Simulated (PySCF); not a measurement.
Isomers of C6H7F3, mass 136.050 u with the commonest isotopes. Theory: CAM-B3LYP/def2-SVPD in PySCF (dipole) on a GFN2-xTB geometry, gas phase. One conformer each, none proved a minimum here; rigid rotors.

Question: Order these by radius of gyration √(Σ m r²/M), smallest first.
A. `[F:1][C:2]([F:3])([F:4])[C@H:5]1[CH:6]=[CH:7][CH2:8][CH2:9]1` with C2–C5–C6–C7 108°, C6–C7–C8–C9 10°, C7–C8–C9–C5 -16°, C2–C5–C9–C8 -101°
B. `[F:1][C:2]1=[CH:3][C@@H:4]([CH:5]([F:6])[F:7])[CH2:8][CH2:9]1` with C3–C4–C5–F6 -179°, C2–C3–C4–C5 -108°, C3–C4–C8–C9 -17°, C4–C8–C9–C2 16°, F1–C2–C9–C8 170°
C. `[CH2:1]=[CH:2]/[CH:3]=[CH:4]\[CH2:5][C:6]([F:7])([F:8])[F:9]` with C1–C2–C3–C4 178°, C3–C4–C5–C6 118°
D. `[CH2:1]=[C:2](/[CH:3]=[CH:4]\[F:5])[CH2:6][CH:7]([F:8])[F:9]` with C1–C2–C3–C4 179°, C1–C2–C6–C7 101°, C2–C6–C7–F8 180°

Answer: A (1.895 Å), B (2.072 Å), D (2.116 Å), C (2.355 Å).

Question: Order these by rotational constant B, largest first.
A. `[CH2:1]=[CH:2]/[CH:3]=[CH:4]\[CH2:5][C:6]([F:7])([F:8])[F:9]` with C1–C2–C3–C4 178°, C3–C4–C5–C6 118°
B. `[F:1][C:2]([F:3])([F:4])[C@H:5]1[CH:6]=[CH:7][CH2:8][CH2:9]1` with C2–C5–C6–C7 108°, C6–C7–C8–C9 10°, C7–C8–C9–C5 -16°, C2–C5–C9–C8 -101°
C. `[F:1][C:2]1=[CH:3][C@@H:4]([CH:5]([F:6])[F:7])[CH2:8][CH2:9]1` with C3–C4–C5–F6 -179°, C2–C3–C4–C5 -108°, C3–C4–C8–C9 -17°, C4–C8–C9–C2 16°, F1–C2–C9–C8 170°
D. `[CH2:1]=[C:2](/[CH:3]=[CH:4]\[F:5])[CH2:6][CH:7]([F:8])[F:9]` with C1–C2–C3–C4 179°, C1–C2–C6–C7 101°, C2–C6–C7–F8 180°

Answer: B (1325 MHz), D (1284 MHz), C (1018 MHz), A (755.4 MHz).

Question: Order these by rotational constant A, largest first.
A. `[CH2:1]=[C:2](/[CH:3]=[CH:4]\[F:5])[CH2:6][CH:7]([F:8])[F:9]` with C1–C2–C3–C4 179°, C1–C2–C6–C7 101°, C2–C6–C7–F8 180°
B. `[F:1][C:2]([F:3])([F:4])[C@H:5]1[CH:6]=[CH:7][CH2:8][CH2:9]1` with C2–C5–C6–C7 108°, C6–C7–C8–C9 10°, C7–C8–C9–C5 -16°, C2–C5–C9–C8 -101°
C. `[F:1][C:2]1=[CH:3][C@@H:4]([CH:5]([F:6])[F:7])[CH2:8][CH2:9]1` with C3–C4–C5–F6 -179°, C2–C3–C4–C5 -108°, C3–C4–C8–C9 -17°, C4–C8–C9–C2 16°, F1–C2–C9–C8 170°
D. `[CH2:1]=[CH:2]/[CH:3]=[CH:4]\[CH2:5][C:6]([F:7])([F:8])[F:9]` with C1–C2–C3–C4 178°, C3–C4–C5–C6 118°

Answer: D (3714 MHz), C (3419 MHz), B (3006 MHz), A (1986 MHz).

| SMILES | point group | Ia (u·Å²) | Ib (u·Å²) | Ic (u·Å²) | κ | μa (D) | μb (D) | μc (D) |
| --- | --- | --- | --- | --- | --- | --- | --- | --- |
| FC1=C[C@@H](C(F)F)CC1 | C1 | 147.81 | 496.55 | 524.23 | -0.96 | 0.08 | 0.73 | 1.52 |
| FC(F)(F)[C@H]1C=CCC1 | C1 | 168.10 | 381.32 | 427.95 | -0.84 | 2.54 | 0.21 | 0.97 |
| C=C/C=C\CC(F)(F)F | C1 | 136.06 | 668.98 | 703.73 | -0.98 | 2.21 | 0.49 | 1.26 |
| C=C(/C=C\F)CC(F)F | C1 | 254.45 | 393.60 | 569.88 | -0.28 | 3.09 | 1.09 | 0.03 |
